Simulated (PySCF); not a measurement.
In(Vi)(OMe)(OEt), C5H11InO2, SMILES [O]([In]([O]CC)[CH]=C)C, singlet, GFN2-xTB optimised geometry.

```
19

In     0.02    -0.21     0.00
C      2.25    -0.21     0.00
C      2.90    -1.36    -0.02
H      2.73     0.75     0.00
H      3.98    -1.40    -0.03
H      2.38    -2.30    -0.02
O     -1.23     1.41     0.00
C     -0.86     2.75    -0.16
H     -0.65     2.99    -1.20
H     -1.70     3.36     0.18
H      0.02     3.02     0.44
O     -0.81    -2.04    -0.05
C     -2.18    -2.30    -0.01
C     -2.92    -1.45     1.02
H     -2.64    -2.13    -1.00
H     -2.29    -3.36     0.24
H     -2.79    -0.40     0.77
H     -3.98    -1.70     1.03
H     -2.50    -1.63     2.01
```

Density from CAM-B3LYP/def2-SVP, def2 effective core potentials past Kr (PySCF 2.14.0) at that geometry. The core electrons that the potentials of In replace are not part of the density.

Minimum of the electron density along straight lines between bonded atoms, close to the bond critical point (lines longer than 1.1 times the sum of covalent radii, or with two minima, are not listed):

| bond | length / Å | ρ at the minimum / e bohr⁻³ | ∇²ρ there / e bohr⁻⁵ | position (fraction from the first atom) |
|---|---|---|---|---|
| In1–C2 | 2.232 | 0.085 | ___ | 0.51 |
| C2–C3 | 1.313 | ___ | -0.98 | 0.50 |
| C2–H4 | 1.082 | 0.280 | -1.07 | 0.64 |
| C3–H5 | 1.084 | 0.280 | -1.07 | 0.64 |
| C3–H6 | 1.079 | 0.285 | -1.12 | 0.64 |
| In1–O7 | 2.043 | ___ | 0.51 | 0.52 |
| O7–C8 | 1.399 | 0.265 | -0.49 | 0.66 |
| C8–H9 | 1.096 | 0.279 | -1.05 | 0.63 |
| C8–H10 | 1.096 | 0.280 | -1.06 | 0.64 |
| C8–H11 | 1.096 | 0.278 | -1.04 | 0.63 |
| In1–O12 | 2.005 | 0.099 | 0.58 | 0.52 |
| O12–C13 | 1.398 | 0.264 | -0.44 | 0.66 |
| C13–C14 | 1.525 | 0.250 | -0.60 | 0.50 |
| C13–H15 | 1.100 | 0.278 | -1.03 | 0.63 |
| C13–H16 | 1.101 | 0.279 | -1.04 | 0.63 |
| C14–H17 | 1.093 | 0.275 | -1.02 | 0.63 |
| C14–H18 | 1.088 | 0.275 | -1.01 | 0.63 |
| C14–H19 | 1.090 | 0.274 | -1.00 | 0.63 |

**Question.** What belongs in the gaps?

**Answer.** 
- In1–C2, ∇²ρ there / e bohr⁻⁵: 0.14
- C2–C3, ρ at the minimum / e bohr⁻³: 0.353
- In1–O7, ρ at the minimum / e bohr⁻³: 0.091
